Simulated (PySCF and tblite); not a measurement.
The numbers below are computed, except where a source is named.
System: C6H6O3, numbered as in [CH3:1][CH2:2][C:3](=[O:4])[C:5]#[C:6][C:7](=[O:8])[OH:9].

Geometries: PBE0-D3(BJ)/def2-SVP; energies: PBE0/pcSseg-1 + D3(BJ); zero-point and thermal terms from GFN2-xTB harmonic modes (soft modes blended into free rotors). Rate constants are transition-state-theory values, counting equivalent paths, without tunnelling. Programs: tblite and PySCF.

Tunnelling of the moving H, left out here, will speed the real process. In real samples such hydrogens mostly exchange between molecules or through solvent, far faster than by this path.

**Question.** Estimate the barrier and the room-temperature rate of the shift of H on O9 from O9 to O8.

**Answer.** The electronic barrier is 33.8 kcal/mol and ΔG‡(298 K) 30.9 kcal/mol, over a Cs saddle with an imaginary mode of 1782i cm⁻¹ (GFN2-xTB). With 1 equivalent path, k is 1.5×10⁻¹⁰ s⁻¹.
